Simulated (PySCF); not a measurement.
# How methods differ on the ionisation energy of As²⁺

As²⁺ [Ar] 3d10 4s2 4p1 (2P) → As³⁺ [Ar] 3d10 4s2 (1S), as a difference of total energies. Calculation: PySCF 2.14, in x2c-QZVPPall; the spin-free X2C one-electron Hamiltonian (Gaussian nucleus). Correlated levels: valence: [Ar] 3d10 frozen. The calculations carry no spin-orbit coupling.

| method | ionisation energy (eV) |
| --- | --- |
| UHF | 27.491 |
| MP2 (valence) | 27.782 |
| SCS-MP2 (valence) | 27.775 |
| CCSD (valence) | 27.851 |
| CCSD(T) (valence) | 27.872 |

Task: How much does correlation contribute at CCSD(T) (valence)?

Result: 27.872 − (27.491) = 0.381 eV, measured against UHF.

A first-order spin-orbit estimate (lowest level to lowest level, LS coupling) adds 0.225 eV.

Errors of the correlated levels include the incompleteness of this basis and the frozen core.

For comparison: 28.349 ± 0.012 eV (measured; NIST Atomic Spectra Database, ionization energies).
